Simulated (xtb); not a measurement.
xtb input (GFN2-xTB):

```bash
xtb mol.xyz --gfn 2 --sp --chrg 0 --uhf 0
```
mol.xyz:
```
20

C      2.53879028     0.08532159    -0.51387535
C      1.10103950     0.49694539    -0.82097064
C      0.03317775    -0.19975854     0.03305674
C      0.18049102     0.14229464     1.51662993
C     -1.36727683     0.14111982    -0.49383678
C     -2.50614593    -0.64194228     0.15474620
H      2.84119904     0.37438481     0.49355764
H      3.23601578     0.55433410    -1.21057928
H      2.66236686    -0.99735857    -0.59968732
H      0.99614118     1.58129610    -0.70106427
H      0.89052989     0.28701218    -1.87414928
H      0.17424241    -1.28299074    -0.08080948
H      1.16464657    -0.13131310     1.89750383
H     -0.55777406    -0.37961243     2.12578175
H      0.04679934     1.21651343     1.67632338
H     -1.38287680    -0.04071575    -1.57284742
H     -1.54060523     1.21560584    -0.36486114
H     -2.34187653    -1.71875627     0.06354107
H     -2.60930702    -0.41134487     1.21593066
H     -3.45995611    -0.41093844    -0.32314069
```

Output:

```
           -------------------------------------------------
          |                Calculation Setup                |
           -------------------------------------------------

           -------------------------------------------------
          |                 G F N 2 - x T B                 |
           -------------------------------------------------

        Reference                      10.1021/acs.jctc.8b01176
      * Hamiltonian:
        H0-scaling (s, p, d)           1.850000    2.230000    2.230000
        zeta-weighting                 0.500000
      * Dispersion:
        s8                             2.700000
        a1                             0.520000
        a2                             5.000000
        s9                             5.000000
      * Repulsion:
        kExp                           1.500000    1.000000
        rExp                           1.000000
      * Coulomb:
        alpha                          2.000000
        third order                    shell-resolved
        anisotropic                    true
        a3                             3.000000
        a5                             4.000000
        cn-shift                       1.200000
        cn-exp                         4.000000
        max-rad                        5.000000

          ...................................................
          :                      SETUP                      :
          :.................................................:
          :  # basis functions                  38          :
          :  # atomic orbitals                  38          :
          :  # shells                           26          :
          :  # electrons                        38          :
          :  max. iterations                   250          :
          :  Hamiltonian                  GFN2-xTB          :
          :  restarted?                      false          :
          :  GBSA solvation                  false          :
          :  PC potential                    false          :
          :  electronic temp.          300.0000000     K    :
          :  accuracy                    1.0000000          :
          :  -> integral cutoff          0.2500000E+02      :
          :  -> integral neglect         0.1000000E-07      :
          :  -> SCF convergence          0.1000000E-05 Eh   :
          :  -> wf. convergence          0.1000000E-03 e    :
          :  Broyden damping             0.4000000          :
          :  net charge                          0          :
          :  unpaired electrons                  0          :
          ...................................................

 iter      E             dE          RMSdq      gap      omega  full diag
   1    -20.2376509 -0.202377E+02  0.248E+00   12.96       0.0  T
   2    -20.2899047 -0.522538E-01  0.132E+00   12.81       1.0  T
   3    -20.2905571 -0.652444E-03  0.695E-01   12.80       1.0  T
   4    -20.2906998 -0.142685E-03  0.106E-01   12.81       1.0  T
   5    -20.2907380 -0.382189E-04  0.561E-02   12.81       1.0  T
   6    -20.2907386 -0.583065E-06  0.457E-03   12.81       4.9  T
   7    -20.2907388 -0.194521E-06  0.155E-03   12.81      14.4  T
   8    -20.2907388 -0.375883E-08  0.329E-04   12.81      67.9  T
   9    -20.2907388 -0.144585E-09  0.115E-04   12.81     195.0  T

   *** convergence criteria satisfied after 9 iterations ***

         #    Occupation            Energy/Eh            Energy/eV
      -------------------------------------------------------------
         1        2.0000           -0.6227720             -16.9465
       ...           ...                  ...                  ...
        13        2.0000           -0.4541155             -12.3571
        14        2.0000           -0.4467414             -12.1565
        15        2.0000           -0.4459051             -12.1337
        16        2.0000           -0.4275537             -11.6343
        17        2.0000           -0.4185990             -11.3907
        18        2.0000           -0.4185385             -11.3890
        19        2.0000           -0.4152831             -11.3004 (HOMO)
        20                          0.0555095               1.5105 (LUMO)
        21                          0.0931709               2.5353
        22                          0.1059149               2.8821
        23                          0.1315580               3.5799
        24                          0.1328340               3.6146
       ...                                ...                  ...
        38                          0.3008411               8.1863
      -------------------------------------------------------------
                  HL-Gap            0.4707926 Eh           12.8109 eV
             Fermi-level           -0.1798868 Eh           -4.8950 eV

 SCC (total)                   0 d,  0 h,  0 min,  0.008 sec
 SCC setup                      ...        0 min,  0.000 sec (  1.089%)
 Dispersion                     ...        0 min,  0.000 sec (  1.300%)
 classical contributions        ...        0 min,  0.000 sec (  0.386%)
 integral evaluation            ...        0 min,  0.001 sec ( 14.459%)
 iterations                     ...        0 min,  0.003 sec ( 44.730%)
 molecular gradient             ...        0 min,  0.003 sec ( 36.608%)
 printout                       ...        0 min,  0.000 sec (  1.232%)

         :::::::::::::::::::::::::::::::::::::::::::::::::::::
         ::                     SUMMARY                     ::
         :::::::::::::::::::::::::::::::::::::::::::::::::::::
         :: total energy             -19.992880605643 Eh    ::
         :: gradient norm              0.016420113598 Eh/a0 ::
         :: HOMO-LUMO gap             12.810918633674 eV    ::
         ::.................................................::
         :: SCC energy               -20.290704947472 Eh    ::
         :: -> isotropic ES            0.004035909740 Eh    ::
         :: -> anisotropic ES          0.007389006334 Eh    ::
         :: -> anisotropic XC          0.012529413208 Eh    ::
         :: -> dispersion             -0.011493774018 Eh    ::
         :: repulsion energy           0.297824341830 Eh    ::
         :: add. restraining           0.000000000000 Eh    ::
         :: total charge              -0.000000000000 e     ::
         :::::::::::::::::::::::::::::::::::::::::::::::::::::

           -------------------------------------------------
          |                Property Printout                |
           -------------------------------------------------

    * Orbital Energies and Occupations

         #    Occupation            Energy/Eh            Energy/eV
      -------------------------------------------------------------
         1        2.0000           -0.6227720             -16.9465
       ...           ...                  ...                  ...
         7        2.0000           -0.5107415             -13.8980
         8        2.0000           -0.5056267             -13.7588
         9        2.0000           -0.4901216             -13.3369
        10        2.0000           -0.4857596             -13.2182
        11        2.0000           -0.4705450             -12.8042
        12        2.0000           -0.4678893             -12.7319
        13        2.0000           -0.4541155             -12.3571
        14        2.0000           -0.4467414             -12.1565
        15        2.0000           -0.4459051             -12.1337
        16        2.0000           -0.4275537             -11.6343
        17        2.0000           -0.4185990             -11.3907
        18        2.0000           -0.4185385             -11.3890
        19        2.0000           -0.4152831             -11.3004 (HOMO)
        20                          0.0555095               1.5105 (LUMO)
        21                          0.0931709               2.5353
        22                          0.1059149               2.8821
        23                          0.1315580               3.5799
        24                          0.1328340               3.6146
        25                          0.1476858               4.0187
        26                          0.1503172               4.0903
        27                          0.1676002               4.5606
        28                          0.1798629               4.8943
        29                          0.1938723               5.2755
        30                          0.2015621               5.4848
       ...                                ...                  ...
        38                          0.3008411               8.1863
      -------------------------------------------------------------
                  HL-Gap            0.4707926 Eh           12.8109 eV
             Fermi-level           -0.1798868 Eh           -4.8950 eV

     #   Z          covCN         q      C6AA      α(0)
     1   6 C        3.749    -0.099    22.448     6.757
     2   6 C        3.802    -0.056    21.576     6.613
     3   6 C        3.849    -0.015    20.812     6.489
     4   6 C        3.752    -0.103    22.521     6.767
     5   6 C        3.802    -0.056    21.576     6.613
     6   6 C        3.749    -0.099    22.448     6.757
     7   1 H        0.924     0.034     2.534     2.489
     8   1 H        0.924     0.031     2.573     2.509
     9   1 H        0.924     0.031     2.571     2.508
    10   1 H        0.924     0.028     2.611     2.527
    11   1 H        0.924     0.027     2.635     2.538
    12   1 H        0.923     0.028     2.619     2.531
    13   1 H        0.925     0.034     2.536     2.490
    14   1 H        0.925     0.034     2.536     2.490
    15   1 H        0.924     0.030     2.584     2.514
    16   1 H        0.924     0.027     2.635     2.538
    17   1 H        0.924     0.028     2.611     2.527
    18   1 H        0.924     0.031     2.571     2.508
    19   1 H        0.924     0.034     2.534     2.489
    20   1 H        0.924     0.031     2.573     2.509

 Mol. C6AA /au·bohr⁶  :       2548.427952
 Mol. C8AA /au·bohr⁸  :      52365.649977
 Mol. α(0) /au        :         75.164113

Wiberg/Mayer (AO) data.
largest (>0.10) Wiberg bond orders for each atom

 ---------------------------------------------------------------------------
     #   Z sym  total        # sym  WBO       # sym  WBO       # sym  WBO
 ---------------------------------------------------------------------------
     1   6 C    3.997 --     2 C    1.020     9 H    0.988     8 H    0.987
                             7 H    0.985
     2   6 C    3.997 --     1 C    1.020     3 C    0.996    10 H    0.977
                            11 H    0.977
     3   6 C    3.996 --     4 C    1.010     2 C    0.996     5 C    0.996
                            12 H    0.968
     4   6 C    3.997 --     3 C    1.010    15 H    0.987    14 H    0.984
                            13 H    0.984
     5   6 C    3.997 --     6 C    1.020     3 C    0.996    17 H    0.977
                            16 H    0.977
     6   6 C    3.997 --     5 C    1.020    18 H    0.988    20 H    0.987
                            19 H    0.985
     7   1 H    0.999 --     1 C    0.985
     8   1 H    0.999 --     1 C    0.987
     9   1 H    0.999 --     1 C    0.988
    10   1 H    0.999 --     2 C    0.977
    11   1 H    0.999 --     2 C    0.977
    12   1 H    0.999 --     3 C    0.968
    13   1 H    0.999 --     4 C    0.984
    14   1 H    0.999 --     4 C    0.984
    15   1 H    0.999 --     4 C    0.987
    16   1 H    0.999 --     5 C    0.977
    17   1 H    0.999 --     5 C    0.977
    18   1 H    0.999 --     6 C    0.988
    19   1 H    0.999 --     6 C    0.985
    20   1 H    0.999 --     6 C    0.987
 ---------------------------------------------------------------------------

Topologies differ in total number of bonds
Note: The following floating-point exceptions are signalling: IEEE_UNDERFLOW_FLAG IEEE_DENORMAL
normal termination of xtb
Writing topology from bond orders to xtbtopo.mol

molecular dipole:
                 x           y           z       tot (Debye)
 q only:        0.003      -0.007       0.015
   full:        0.001      -0.001       0.010       0.025
molecular quadrupole (traceless):
                xx          xy          yy          xz          yz          zz
 q only:        0.226       0.050      -0.214      -0.016      -0.113      -0.012
  q+dip:       -0.714      -0.173       0.682       0.067       0.252       0.033
   full:       -0.220      -0.054       0.214       0.020       0.075       0.006

           -------------------------------------------------
          | TOTAL ENERGY              -19.992880605643 Eh   |
          | GRADIENT NORM               0.016420113598 Eh/α |
          | HOMO-LUMO GAP              12.810918633674 eV   |
           -------------------------------------------------

------------------------------------------------------------------------
------------------------------------------------------------------------
 total:
 SCF:
```
